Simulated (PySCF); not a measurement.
C₂H₂F, multiplicity 2. Atoms are numbered in the order given.

```xyz
5

C      0.1108    -1.2649     0.0000
C     -0.4448    -0.0812     0.0000
F      0.2749     1.0851     0.0000
H      1.0500    -1.8008     0.0000
H     -1.5203     0.1119     0.0000
```
Charge 0, spin multiplicity 2.

Coordinates come from a PBE-D3(BJ)/def2-TZVP optimisation. The isomer is the one that the SMILES or the coordinates give; other isomers of the formula were not compared.

Calculation: PBE-D3(BJ)/def2-TZVP (PySCF).

Harmonic, unscaled wavenumbers; measured fundamentals usually lie a few per cent lower.

List the normal modes with their intensities. (The exact figures need the calculation; the answer reports its results.)


| mode | ν (cm⁻¹) | IR (km/mol) | moving atoms (share of kinetic energy) |
|---|---|---|---|
| 1 | 406 | 22.2 | H 53 %, C 26 %, F 22 % |
| 2 | 609 | 48.0 | H 62 %, C 37 % |
| 3 | 738 | 17.4 | C 49 %, H 40 %, F 11 % |
| 4 | 841 | 47.7 | H 75 %, C 24 % |
| 5 | 992 | 155.9 | C 58 %, F 40 % |
| 6 | 1253 | 2.1 | H 92 % |
| 7 | 1624 | 74.6 | C 91 %, H 9 % |
| 8 | 3105 | 3.0 | H 92 %, C 8 % |
| 9 | 3252 | 15.2 | H 90 %, C 10 % |
